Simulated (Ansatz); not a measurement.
CH$_{5}$NOSi (`N[SiH2]C=O`), relaxed with RKS PBE-D4/def2-SVP in Ansatz 0.2.0 from a rough embedded geometry. The force threshold is 0.03 eV/Å; the program also tests the step.

Total charge 0; spin multiplicity 1.

Start:

```xyz
9

N     0.252   -0.256   -1.454
Si   -0.436   -0.310    0.042
C     0.126    1.063    1.159
O     1.263    1.084    1.593
H     0.122   -1.173   -1.966
H     1.321   -0.228   -1.355
H    -0.121   -1.665    0.603
H    -1.904   -0.305   -0.171
H    -0.622    1.790    1.551
```

```json
{"step": "1", "energy (eV)": "-12516.8909", "largest force (eV/Å)": "4.228", "largest move (Å)": "0.000"}
{"step": "2", "energy (eV)": "-12517.0493", "largest force (eV/Å)": "2.730", "largest move (Å)": "0.191"}
{"step": "3", "energy (eV)": "-12517.2932", "largest force (eV/Å)": "3.038", "largest move (Å)": "0.147"}
{"step": "4", "energy (eV)": "-12517.3538", "largest force (eV/Å)": "2.044", "largest move (Å)": "0.200"}
{"step": "5", "energy (eV)": "-12517.4075", "largest force (eV/Å)": "0.508", "largest move (Å)": "0.176"}
{"step": "6", "energy (eV)": "-12517.4171", "largest force (eV/Å)": "0.443", "largest move (Å)": "0.200"}
{"step": "7", "energy (eV)": "-12517.4417", "largest force (eV/Å)": "0.216", "largest move (Å)": "0.182"}
{"step": "8", "energy (eV)": "-12517.4641", "largest force (eV/Å)": "0.136", "largest move (Å)": "0.200"}
{"step": "9 (rejected)", "energy (eV)": "-12517.4230", "largest force (eV/Å)": "1.215", "largest move (Å)": "0.195"}
{"step": "10", "energy (eV)": "-12517.4742", "largest force (eV/Å)": "0.123", "largest move (Å)": "0.093"}
{"step": "11", "energy (eV)": "-12517.4816", "largest force (eV/Å)": "0.292", "largest move (Å)": "0.098"}
{"step": "12 (rejected)", "energy (eV)": "-12517.4769", "largest force (eV/Å)": "0.882", "largest move (Å)": "0.149"}
{"step": "13", "energy (eV)": "-12517.4970", "largest force (eV/Å)": "0.186", "largest move (Å)": "0.074"}
{"step": "14", "energy (eV)": "-12517.5086", "largest force (eV/Å)": "0.209", "largest move (Å)": "0.075"}
{"step": "15", "energy (eV)": "-12517.5243", "largest force (eV/Å)": "0.189", "largest move (Å)": "0.112"}
{"step": "16", "energy (eV)": "-12517.5297", "largest force (eV/Å)": "0.276", "largest move (Å)": "0.085"}
{"step": "17", "energy (eV)": "-12517.5324", "largest force (eV/Å)": "0.135", "largest move (Å)": "0.131"}
{"step": "18", "energy (eV)": "-12517.5363", "largest force (eV/Å)": "0.088", "largest move (Å)": "0.049"}
{"step": "19", "energy (eV)": "-12517.5370", "largest force (eV/Å)": "0.047", "largest move (Å)": "0.018"}
{"step": "20 (rejected)", "energy (eV)": "-12517.5370", "largest force (eV/Å)": "0.070", "largest move (Å)": "0.009"}
{"step": "21", "energy (eV)": "-12517.5371", "largest force (eV/Å)": "0.016", "largest move (Å)": "0.004"}
```

End:

```xyz
9

N     0.415   -0.412   -1.358
Si   -0.615   -0.450    0.030
C     0.165    0.977    1.100
O     1.228    1.474    0.762
H     0.544   -1.192   -2.002
H     1.283    0.115   -1.198
H    -0.607   -1.705    0.878
H    -2.062   -0.143   -0.261
H    -0.350    1.336    2.048
```

Hardware: 2 threads of an Arm Neoverse V1 on a shared host. Wall time 31 s, peak host memory 0.14 GiB.
